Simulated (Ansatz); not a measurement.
`C[SiH](F)B[SiH3]` → `F[SiH2]B[SiH3]` + `[CH2]` (triplet) at 500 K and 1 bar (formal loss of a carbene).

Gas-phase electronic energies from Ansatz, PBE0-D4/def2-TZVP geometries. CCSD(T)/CBS is the MP2 limit (def2-TZVPP, def2-QZVPP) plus CCSD(T) − MP2 in def2-TZVPP, frozen cores. This one scheme is used for every species. Triplets are unrestricted, without spin–orbit coupling. One conformer a species, not always the lowest.

| species | CCSD(T)/CBS energy (Eh) | H − E (kJ/mol) | S (J/(mol·K)) |
| --- | --- | --- | --- |
| `C[SiH](F)B[SiH3]` | -745.64129 | 282.2 | 481.4 |
| `F[SiH2]B[SiH3]` | -706.36214 | 195.3 | 424.1 |
| `[CH2]` (triplet) | -39.09499 | 62.7 | 213.9 |

H − E and S are ideal-gas, rigid-rotor, harmonic terms from PBE0-D4/def2-TZVP, for one conformer and one mirror image of each species, with the whole ground term of open shells counted as degenerate. 1 Eh = 2625.50 kJ/mol, R = 8.31446 J/(mol·K).

Question: By hand: ΔE, ΔH, ΔS and ΔG.

Answer: ΔE = (-706.36214) + (-39.09499) − (-745.64129) = 0.18416 Eh = 483.5 kJ/mol. Δ(H − E) = 195.3 + 62.7 − 282.2 = -24.2, so ΔH = 459.3 kJ/mol. ΔS = 424.1 + 213.9 − 481.4 = 156.6 J/(mol·K). ΔG = 459.3 − 500 × (156.6)/1000 = 381.0 kJ/mol.

Question: By hand: the equilibrium constant, and the temperature at which ΔG would vanish if ΔH and ΔS stayed fixed.

Answer: log₁₀ K = −ΔG/(RT ln 10) = -39.8. ΔG = 0 at ΔH/ΔS = 2933 K, far beyond where these terms or the molecules hold.

The number of gas molecules changes by +1, which sets the sign of ΔS. A doubt of 5 kJ/mol in ΔE shifts log₁₀ K by 0.5 here. Other conformers and mirror images would add mixing entropy, several J/(mol·K) or more a flexible species. Modes under 60 cm⁻¹, often nearly free rotors, make the harmonic entropy too high. A triplet takes part, so the spin changes. These are equilibria of isolated gas molecules and say nothing of rates. Largest T1 diagnostic: 0.013 (customary marks: 0.02 for closed shells, 0.045 for open ones).
